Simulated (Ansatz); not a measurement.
`N[SiH2][O][GeH2][NH2]` + `NBBF` → `NB[SiH2]N` + `[NH2][GeH2][O]BF`  (redistribution)

Gas-phase electronic energies from Ansatz, PBE0-D4/def2-TZVP geometries. CBS: MP2 limit from def2 TZ/QZ plus the TZ coupled-cluster correction, frozen cores. DFT in def2-TZVPP. For Ge outer-core shells are correlated without core-valence functions, which leaves a few kJ/mol of doubt a bond. Scalar relativity is left out up to krypton. One conformer a species, not always the lowest.

`N[SiH2][O][GeH2][NH2]`:

Z-matrix (Å, degrees):
```
Si
O 1 1.629
N 1 1.723 2 110.8
H 1 1.489 2 112.4 3 116.4
H 1 1.486 2 105.6 3 -123.6
Ge 2 1.791 1 128.1 3 -34.0
H 3 1.007 1 118.8 2 141.2
H 3 1.008 1 120.9 2 -75.9
N 6 1.823 2 113.4 1 -35.5
H 6 1.534 2 107.0 1 84.0
H 6 1.532 2 105.0 1 -154.2
H 9 1.010 6 115.4 2 -67.2
H 9 1.011 6 113.7 2 60.5
```

`NBBF`:

Z-matrix (Å, degrees):
```
N
B 1 1.388
H 1 1.007 2 124.0
H 1 1.008 2 122.8 3 -180.0
B 2 1.713 1 117.2 3 179.9
H 2 1.200 1 117.4 3 -0.1
F 5 1.327 2 121.6 1 -178.7
H 5 1.212 2 123.9 1 1.2
```

`NB[SiH2]N`:

```xyz
11

N    -2.083   -0.176    0.446
B    -0.780   -0.649    0.515
Si    0.629    0.057   -0.752
N     2.081    0.682   -0.032
H    -2.825   -0.496    1.047
H    -2.383    0.518   -0.220
H    -0.543   -1.474    1.355
H     1.078   -1.026   -1.676
H     0.029    1.146   -1.589
H     2.003    1.399    0.674
H     2.794    0.020    0.232
```

`[NH2][GeH2][O]BF`:

```xyz
10

N     0.388    1.790   -0.798
Ge   -0.742    0.398   -0.526
O     0.155   -1.131   -0.171
B     0.365   -1.673    1.031
F     1.086   -2.787    1.114
H     0.895    2.116    0.012
H     1.017    1.704   -1.583
H    -1.622    0.704    0.690
H    -1.481    0.089   -1.827
H    -0.060   -1.211    2.057
```

```csv
species,r2SCAN-D4 energy (Eh)
`N[SiH2][O][GeH2][NH2]`,-2556.11588
`NBBF`,-206.74385
`NB[SiH2]N`,-428.07069
`[NH2][GeH2][O]BF`,-2334.80494
```

Work out ΔE.

ΔE = (-428.07069) + (-2334.80494) − (-2556.11588) − (-206.74385) = -0.01590 Eh = -10.0 kcal/mol. CCSD(T)/CBS gives -8.1 kcal/mol.

Largest T1 diagnostic among the species: 0.015.

The D4 term adds +1.4 kcal/mol with B3LYP and +0.8 kcal/mol with PBE0; it sums over pairs of atoms, weighted by their polarisabilities, and B3LYP, whose exchange is more repulsive, gets the larger term. From PBE to PBE0 (25 % exact exchange), in def2-TZVPP and without D4, ΔE moves by +0.9 kcal/mol.

B3LYP here is the variant with VWN-RPA as its local correlation; programs differ in this.
